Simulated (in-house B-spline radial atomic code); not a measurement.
## Tc3+: [Kr] 4d4

All numbers are computed (Dirac-Kohn-Sham wB97X, spherical fractional occupations; Fermi nucleus of rms radius 4.41117 fm) with an all-electron radial atomic-structure program (B-spline basis), not measured.

Z_r = [3n² - l(l+1)]/(2<r>); Z_e = n√(-2ε); the last column is Slater's effective charge. Values are occupation-weighted means over j. An effective charge above Z reflects the relativistic contraction of the inner shells.

```tsv
shell	electrons	ε (eV)	<r> (bohr)	Z_r	Z_e	Slater
1s	2	-20945	0.03428	43.76	39.24	42.70
2s	2	-3030.7	0.1492	40.22	29.85	38.85
2p	6	-2716.7	0.1302	38.40	28.26	38.85
3s	2	-562.44	0.4145	32.57	19.29	31.75
3p	6	-458.63	0.4155	30.08	17.42	31.75
3d	10	-289.87	0.3985	26.35	13.85	21.85
4s	2	-110.6	1.054	22.78	11.40	15.25
4p	6	-81.228	1.158	19.87	9.77	15.25
4d	4	-34.275	1.525	13.77	6.35	5.95
```

The least bound orbital is 4d5/2 at -34.14 eV, and it is also the most diffuse (<r> = 1.53 bohr).

Spin-orbit splittings of the orbital energies (j = l + 1/2 above j = l - 1/2 when positive): 2p 118.4 eV, 3p 19.93 eV, 3d 3.825 eV, 4p 3.046 eV, 4d 0.3335 eV.

For the 1s electron the small component carries 2.46 % of the norm, the zero-frequency Breit interaction raises the level by 41.75 eV, self-energy by 22.94 eV, and vacuum polarisation lowers it by 2.695 eV.

The density falls to 0.001 bohr⁻³ at 3.271 bohr; Σ<r²> = 26.309 bohr² gives, by the non-relativistic formula and without the paramagnetism of open shells, a Langevin diamagnetic susceptibility of -20.84×10⁻⁶ cm³/mol.

Caution: exact exchange at fractional occupations of open shells leaves self-interaction of up to several eV.
